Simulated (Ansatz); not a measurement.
```yaml
crystal:
  periodic: [false, false, false]
  atoms:
    - {symbol: Zr, position_ang: [-0.605203, 1.379985, 0.789193]}
    - {symbol: Si, position_ang: [0.847307, -1.112420, -0.730955]}
    - {symbol: Si, position_ang: [1.114313, 1.428342, -1.137260]}
    - {symbol: Si, position_ang: [-1.094841, 0.459481, -1.757807]}
    - {symbol: Si, position_ang: [1.692290, 0.294234, 1.273318]}
    - {symbol: Si, position_ang: [-0.241854, -1.190929, 1.738310]}
    - {symbol: Si, position_ang: [-1.712023, -1.258693, -0.174800]}
basis:
  gaussian: {orbitals: def2-TZVPD, initial_orbitals: start.molden}
total_charge: -1
magnetization: {spin_polarized: true, initial_magnetization: 1}
hamiltonian: {xc: {name: CAM-B3LYP}, dispersion: d4}
scf: {omitted_lower_state_checks: [starts]}
output: {orbitals: {seedname: orbitals}}
```

The file start.molden holds the orbitals of an earlier run on this structure, at another level or in another basis.

```sh
$ ansatz run in.yaml --threads 4 --pin off --events-out ev --progress --plain --max-ram 4787MiB
```

(1) Does this run fit into the memory that it is given?

Answers

(1) No. It has 298 basis functions, and Ansatz plans for 5.20 GiB where 4.67 GiB are given.
